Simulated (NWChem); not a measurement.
Species: WNH$_{3}$SO$_{2}$; SMILES [NH]=[W]([OH])([OH])=[S]

```xyz
8

W     -0.0093    -0.1494     0.0000
N     -1.6779    -0.6429     0.0000
H     -2.6813    -0.4818     0.0000
S      0.0873     1.9939     0.0000
O      0.8082    -0.8172     1.5630
H      0.3953    -1.3958     2.2126
O      0.8082    -0.8172    -1.5630
H      0.3953    -1.3958    -2.2126
```
Atoms are numbered in this order, from 1.

Program: NWChem. Coordinates come from a PBE0/def2-SVP optimisation. Not confirmed as a minimum by frequencies. def2 effective core potentials on W; no spin-orbit coupling. Level B3LYP/def2-SVP: energy and gradient on several grids; changes count from the extra-fine grid, which is no exact limit either.

Which is the coarsest grid (fine; xfine; medium; xcoarse; coarse) from which on the energy stays within 50 μHa and each gradient component within 100 μHa/bohr of xfine?

medium.
| grid | size of the energy change (μHa) | largest change of a gradient component (μHa/bohr) |
|---|---|---|
| xcoarse | 4000 | 6000 |
| coarse | 60 | 500 |
| medium | < 10 | 40 |
| fine | < 10 | < 30 |
| xfine | < 10 | < 30 |
